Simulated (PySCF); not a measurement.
# Property card for `C[S+]([BH3-])C`

Species: C₂H₉BS.
Numbering: `[BH3-:1][S+:2]([CH3:3])[CH3:4]` (hydrogens: H5, H6, H7 on B1; H8, H9, H10 on C3; H11, H12, H13 on C4)

Cartesian coordinates in Å at the PBE0-D3(BJ)/def2-SVP level; atoms count from 1:
```xyz
13
C2H9BS angstrom
B     -0.4448    1.6601    0.3439
S     -0.1717   -0.1895    0.8779
C      1.5139   -0.5353    0.3556
C     -1.0925   -1.1274   -0.3496
H     -0.1291    1.7024   -0.8372
H      0.2956    2.2687    1.1004
H     -1.6311    1.8347    0.5735
H      1.6484   -0.2217   -0.6892
H      1.7399   -1.6025    0.4861
H      2.1701    0.0635    1.0006
H     -0.8263   -0.7783   -1.3571
H     -0.8947   -2.2015   -0.2315
H     -2.1558   -0.9244   -0.1653
```

PBE0-D3(BJ)/def2-SVP geometry optimisation, gas phase (PySCF):

* Point group: Cs
* Rotational constants A, B, C: 6.066, 5.640, 3.656 GHz

**wB97X-D/def2-SVPD ground state, ΔSCF and vertical TDDFT (core frozen in the response) (PySCF)**

- Dipole moment: 4.74 D
- HOMO energy: -9.71 eV
- LUMO energy: 1.86 eV
- HOMO–LUMO gap: 11.57 eV
- Lowest singlet excitation: 7.08 eV (175 nm, f = 0.016)
- Strongest line among the 10 lowest singlet transitions: S6 at 8.21 eV (151 nm, f = 0.159)
- Lowest triplet excitation (Tamm–Dancoff): 6.49 eV
- Static isotropic polarisability: 66.4 au
- Vertical ionisation energy: 10.09 eV
- Electronic spatial extent ⟨r²⟩ about the centre of nuclear charge: 439 bohr²

**PBE/pcSseg-2 ground state and GIAO shieldings, non-relativistic (PySCF)**

- 13C chemical shifts (computed TMS as zero) by class: 32.5 (C3/C4) ppm
- 1H chemical shifts (computed TMS as zero) by class: 2.03 (H8/H9/H10/H11/H12/H13), 1.84 (H5/H6/H7) ppm
- Isotropic shieldings of nuclei other than C and H, by class: 121 (B1), 460 (S2) ppm

Monoisotopic mass (most abundant isotopes): 76.0518 u.

The rotational constants make it an asymmetric top with κ = (2B − A − C)/(A − C) = 0.65, nearer the oblate limit (+1). The vertical singlet–triplet gap S1 − T1 is 0.59 eV (TDDFT singlet less Tamm–Dancoff triplet; S1: HOMO→LUMO+1, weight 0.68; T1: HOMO→LUMO+1, weight 0.62). A dipole of 4.74 D is allowed in Cs, and pure rotational transitions are dipole-allowed. The principal polarisabilities are 57.5, 69.2 and 72.6 au; their mean is the isotropic value. The ΔSCF ionisation energy exceeds −ε(HOMO) by 0.38 eV with wB97X-D. No computed singlet falls in the visible range (750 to 380 nm, 1.65 to 3.26 eV); S1 lies 3.82 eV above its blue end.

Geometry: PBE0-D3(BJ)/def2-SVP; no solvent or vibrations. NMR classes are plain means over equivalent atoms (diastereotopic ones count apart unless rotation or inversion swaps them), as if these changed places fast; in this geometry the members of some classes differ.

For the geometry optimisation (PBE0-D3(BJ)/def2-SVP), hardware: Arm Neoverse V2, one thread, no GPU, shared host with 32 logical CPUs at a one-minute load of 17. Cost: 22 s of wall time, 0.42 GiB resident at most.
